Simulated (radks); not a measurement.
All-electron atom: Ce+ in [Xe] 4f1 5d2.

All-electron calculation, scalar-relativistic Kohn-Sham, BLYP, spin-unpolarised, spherical densities, finite nucleus; Fermi nuclear charge, rms radius 4.8771 fm. Program: a radial shooting solver on a logarithmic mesh with Libxc functionals.

Energy parts (eV):
| part | energy |
|---|---|
| total | -241107.91 |
| kinetic | 255537.20 |
| electron-nucleus | -583771.92 |
| Hartree | 92838.15 |
| exchange-correlation | -5711.33 |

Orbitals (lengths in bohr, moments of r in powers of bohr; <r^-3> diverges for s and p1/2; r(max) is where P^2 peaks):
orbital  occ.  eigenvalue (eV)  <r^-3>   r(max)
1s          2        -40275.66       -  0.01574
2s          2        -6451.995       -  0.08907
2p          6        -5779.559    7975  0.07167
3s          2        -1392.001       -   0.2547
3p          6        -1178.124    1596   0.2492
3d         10        -874.0690   218.7   0.2052
4s          2        -284.4684       -   0.5929
4p          6        -214.6410   344.3   0.6190
4d         10        -114.1326   38.75   0.6520
4f          1          -9.1333   4.213   0.7084
5s          2         -44.3510       -    1.371
5p          6         -27.0640   49.52    1.547
5d          2          -7.1512   2.397    2.201

The highest occupied level is 5d at -7.151 eV. For comparison, the ionisation energy in NIST's Atomic Spectra Database is 10.96 eV (semi-empirical). In exact Kohn-Sham theory the highest level is minus the ionisation energy, but local and semilocal functionals leave it too shallow, through self-interaction and a potential that decays too fast; potentials with the right tail come closer. The density falls to 0.001 e/bohr^3 at r = 4.40 bohr.

Beside tabulated values, note that spin-unpolarised runs miss the spin-polarisation part of the exchange energy of open shells.
